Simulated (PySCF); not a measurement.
C4H3N2, SMILES [c]1cnccn1, multiplicity 2.

Geometry optimised at r2SCAN-D4/def2-SVP. The isomer is the one that the SMILES or the coordinates give; other isomers of the formula were not compared.

Calculation: TDA-B3LYP/def2-SVPD (PySCF 2.14.0).

Vertical excitations. Gas-phase values at a fixed geometry.

```csv
state,energy (eV),λ (nm),f,main pairs
root 1,2.66,466,0.002,α HOMO→LUMO 97 %
root 2,3.42,362,0.000,"α HOMO→LUMO+1 63 %, β HOMO→LUMO 33 %"
root 3,3.76,330,0.003,"α HOMO→LUMO+1 35 %, β HOMO→LUMO 63 %"
root 4,3.97,312,0.019,β HOMO−1→LUMO 86 %
root 5,4.02,308,0.000,"α HOMO−1→LUMO 43 %, β HOMO→LUMO+1 46 %"
root 6,4.20,295,0.002,"α HOMO−2→LUMO 15 %, β HOMO−1→LUMO+1 77 %"
root 7,4.53,274,0.001,"α HOMO−1→LUMO+1 34 %, α HOMO−4→LUMO 6 %, α HOMO−1→LUMO 6 %, β HOMO→LUMO+2 40 %"
root 8,4.77,260,0.010,β HOMO−2→LUMO 84 %
root 9,4.88,254,0.001,"α HOMO−2→LUMO 35 %, α HOMO−3→LUMO 7 %, β HOMO−2→LUMO+1 33 %, β HOMO−1→LUMO+1 17 %"
root 10,5.25,236,0.001,"α HOMO−2→LUMO 34 %, α HOMO−3→LUMO 8 %, β HOMO−2→LUMO+1 34 %, β HOMO−1→LUMO+2 11 %, β HOMO−3→LUMO 7 %"
```
Unrestricted roots are not spin-pure.
